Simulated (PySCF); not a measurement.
# State search for BeN

Unrestricted PBE0; basis Be def2-TZVPP, N def2-TZVPP; no relativity; PySCF 2.14. Outer shells of the fragments: Be 2s2; N 2s2 2p3.

Followed along the bond (rough minima from three points):

```csv
2Ms+1,unpaired,⟨S²⟩ at the start,R at minimum (Å),Te (eV)
4,"σ ↑, π ↑↑",3.75,1.61,0.00
2,"σ ↓, π ↑↑",1.75,1.61,0.13
2,π ↑,1.33,1.51,0.48
2,"σ ↑, π ↑↓",1.75,1.61,0.57
4,"σ ↑↑, π ↑",3.75,1.51,1.14
```

Solutions found at the starting distance of 1.615 Å, counted from the lowest of them; the search is not exhaustive and high or unbound solutions are not listed, so other states can lie among these:

```csv
2Ms+1,unpaired,term,E (eV),⟨S²⟩,⟨Lz²⟩,μ (D)
4,"σ ↑, π ↑↑",⁴Σ⁻,0.00,3.75,0.00,-1.34
2,"σ ↓, π ↑↑",mixed,0.13,1.75,0.00,-1.35
2,"σ ↑, π ↑↓",mixed,0.57,1.75,2.01,-1.28
2,π ↑,mixed,0.61,1.33,1.01,-3.15
4,"σ ↑↑, π ↑",⁴Π,1.25,3.75,1.01,-0.71
2,σ ↑,²Σ⁺,2.42,0.78,0.00,-5.72
4,π ↑↑↑,⁴Π,3.41,3.77,1.00,-2.95
2,π ↑,²Π,6.32,0.75,1.00,4.87
```

A term symbol is given only where ⟨S²⟩ and ⟨Lz²⟩ are close to those of a pure state; real π, δ and φ orbitals otherwise mix terms. A positive dipole means Be(−)N(+).
